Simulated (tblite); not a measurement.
C$_{4}$H$_{8}$, triplet, at a GFN2-xTB geometry (a higher spin typed on purpose: for a closed-shell molecule this is an excited state); tblite with GFN1-xTB.

Input for tblite:
```
$ tblite run mol.xyz --method gfn1 --charge 0 --spin 2 --spin-polarized --json tblite.json --no-restart

# file mol.xyz
12

C     -1.15624507    -0.87916860    -0.04051442
C     -0.01256111     0.08350426     0.01189816
C      1.36521109    -0.48911726    -0.09391931
C     -0.22788925     1.49221281     0.14524560
H     -1.01654276    -1.68594538     0.68395579
H     -1.22938198    -1.34750214    -1.02810732
H     -2.09715668    -0.37703551     0.16949563
H      1.59582270    -1.11669389     0.77353669
H      2.11067560     0.29966423    -0.15358709
H      1.45354928    -1.12579148    -0.97865012
H     -0.35123030     2.13528041    -0.71439919
H     -0.27682982     1.97343663     1.11149528
```

Question: What does tblite print? Leave out banner, timings and long lists.

Answer: 
```
xTB calculator
 | screened Coulomb repulsion
 | Coulomb electrostatics
 |  * isotropic Klopman-Ohno-Mataga-Nishimoto electrostatics
 |  * onsite third-order electrostatics
 | DFT-D3(BJ) dispersion correction
 | Interactions (1)
 | [1] spin polarization

halogen bonding energy    0.0000000000000E+00 Eh
repulsion energy          1.8924960774329E-01 Eh
dispersion energy        -3.4102728864712E-03 Eh
interaction energy        0.0000000000000E+00 Eh
number of electrons       2.4000000000000E+01 e
integral cutoff           1.9731147476801E+01 bohr

------------------------------------------------------------
  cycle        total energy    energy error   density error
------------------------------------------------------------
      1     -12.63501342381  -1.2820853E+01   4.4343220E-01
      2     -12.63714985005  -2.1364262E-03   2.6732888E-01
      3     -12.63808800388  -9.3815383E-04   1.2140323E-02
      4     -12.63814013675  -5.2132870E-05   6.9655058E-03
      5     -12.63816162137  -2.1484619E-05   8.6739904E-04
      6     -12.63816239588  -7.7451416E-07   3.5478179E-04
      7     -12.63816246397  -6.8091270E-08   1.8819739E-04
      8     -12.63816248181  -1.7831272E-08   3.6252264E-05
      9     -12.63816248258  -7.7339735E-10   1.3750308E-05
------------------------------------------------------------

electronic energy        -1.2824001817436E+01 Eh
total energy             -1.2638162482579E+01 Eh

Post processing:
 | Mayer-Wiberg bond orders

[Info] JSON dump of results written to 'tblite.json'
```
